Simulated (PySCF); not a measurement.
NaF, SMILES [F][Na].

Coordinates come from a B3LYP-D3(BJ)/def2-TZVPD optimisation.

Two levels are set side by side: TDDFT-PBE/def2-TZVPD (PySCF) and TDDFT-LC-ωPBE/def2-TZVPD (PySCF). Vertical, same geometry. The lowest singlet is HOMO−1→LUMO 100 % with PBE and HOMO−1→LUMO 77 % with the other functional; states are paired by order. Differences are taken from unrounded values.

```json
[
 {"quantity": "lowest singlet excitation (eV)", "TDDFT-LC-ωPBE": "5.18"},
 {"quantity": "lowest triplet excitation (TDA) (eV)", "TDDFT-LC-ωPBE": "5.07"}
]
```

Question: What does TDDFT-PBE give, and how far is it from TDDFT-LC-ωPBE? (The exact figures need the calculation; the answer reports its results.)

Answer: 
| quantity | TDDFT-PBE | TDDFT-PBE minus TDDFT-LC-ωPBE |
|---|---|---|
| lowest singlet excitation (eV) | 3.09 | -2.09 |
| lowest triplet excitation (TDA) (eV) | 3.01 | -2.06 |

A lower first singlet is the usual sign of a functional without exact exchange. Differences between two approximate levels are no errors against the true value.

Rough cost on one machine, each run with all the roots and properties that it gave: TDDFT-LC-ωPBE against TDDFT-PBE about 3 times.
